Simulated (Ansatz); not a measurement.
`[F][Al]1[O]C[SiH2]1`, relaxed with RKS PBE0-D4/def2-TZVP in Ansatz 0.2.0 from a PBE-D4/def2-SVP geometry. The force threshold is 0.005 eV/Å; the program also tests the step.

The species carries charge 0 and has multiplicity 1.

Start:

```xyz
9

F    -1.532   -1.411   -2.612
Al   -0.763   -0.699   -1.310
O    -0.196    0.954   -1.217
C     0.378    1.029    0.107
Si    0.136   -0.742    0.916
H     1.457    1.298    0.047
H    -0.132    1.817    0.707
H    -0.762   -0.771    2.125
H     1.413   -1.475    1.237
```

Problem. How much energy does the relaxation release, and in how many steps? (Estimate.)

Solution. Computed: 0.05 eV, in 5 steps.

Problem. Which bonds change most? (Best estimate.)

Solution. Ansatz gave: Al2–O3 from 1.750 to 1.718 Å; F1–Al2 from 1.671 to 1.642 Å; C4–Si5 from 1.961 to 1.934 Å; C4–H6 from 1.114 to 1.095 Å.

Problem. Give the relaxed structure. (An estimate is asked.)

Solution. The calculation gave: 
```xyz
9

F    -1.513   -1.380   -2.589
Al   -0.760   -0.692   -1.303
O    -0.194    0.927   -1.202
C     0.378    1.013    0.118
Si    0.136   -0.734    0.910
H     1.436    1.285    0.043
H    -0.134    1.795    0.689
H    -0.747   -0.759    2.108
H     1.398   -1.455    1.226
```
